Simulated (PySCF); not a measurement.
Ir (iridium, neutral): UHF calculation

Configuration: [Xe] 4f14 5d7 6s2, high-spin 4F determinant. Calculation: PySCF 2.14, in aug-cc-pVTZ-PP with one added diffuse shell each of s, p, d, f, g type with ECP60MDF (7s7p6d4f3g, 113 functions); scalar relativity through the core potential.

* Total energy: -103.626504 hartree
* One-electron energy: -180.0031 hartree
* Hartree (Coulomb) energy: 86.0515 hartree
* Exchange energy: -9.6749 hartree
* ⟨S²⟩: 3.7698
* ⟨L²⟩: 12.050
* Sum of ⟨r⟩: 27.08 bohr
* Sum of ⟨r²⟩: 57.06 bohr²

```tsv
shell	electrons	mean orbital energy (eV)	spread (eV)	rms radius, mean of both spins (bohr)
5s α	1	-117.02	0	1.06
5s β	1	-112.77	0	1.06
5p α	3	-70.063	0	1.23
5p β	3	-64.113	0	1.23
5d α	5	-13.992	1.074	1.83
5d β	2	-11.507	0	1.83
6s α	1	-8.903	0	3.34
6s β	1	-7.305	0	3.34
```

Energies and moments cover only the electrons outside the core potential. Spin-orbit coupling, absent here, splits the open shell strongly.
